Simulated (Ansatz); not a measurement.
Frontier orbitals of H₄O₂SSi, SMILES `O[SiH](O)S`.

Z-matrix (Å, degrees):
```
Si
O 1 1.629
S 1 2.137 2 115.3
O 1 1.641 2 106.1 3 -122.0
H 1 1.476 2 107.0 3 115.4
H 2 0.959 1 117.6 3 88.8
H 3 1.345 1 94.4 2 -64.7
H 4 0.959 1 116.5 2 161.4
```

The species carries charge 0 and has multiplicity 1. Geometry: relaxed with PBE0-D4/def2-TZVP. It is one conformer, not always the lowest. Basis def2-TZVPP, the Gaussian-basis code of Ansatz.

```json
{"functional": "PBE", "HOMO (eV)": "-6.38", "LUMO (eV)": "-0.51", "gap (eV)": "5.87"}
{"functional": "PBE0", "HOMO (eV)": "-7.67", "LUMO (eV)": "0.43", "gap (eV)": "8.10"}
{"functional": "B3LYP", "HOMO (eV)": "-7.40", "LUMO (eV)": "0.12", "gap (eV)": "7.52"}
{"functional": "BHLYP", "HOMO (eV)": "-8.79", "LUMO (eV)": "1.17", "gap (eV)": "9.96"}
{"functional": "LC-ωPBE", "HOMO (eV)": "-10.45", "LUMO (eV)": "2.63", "gap (eV)": "13.08"}
{"functional": "ωB97M-V", "HOMO (eV)": "-9.89", "LUMO (eV)": "2.02", "gap (eV)": "11.91"}
```

Against PBE, PBE0 changes HOMO and LUMO by −1.28 and +0.93 eV, ωB97M-V by −3.50 and +2.53 eV. A gap of 5.88 eV thus becomes 11.91 eV for the same molecule, so an orbital gap means little without its functional. A positive LUMO is unbound and depends on the basis.

B3LYP here is the variant with VWN-RPA as its local correlation; programs differ in this. LC-ωPBE has ω = 0.4 bohr⁻¹.
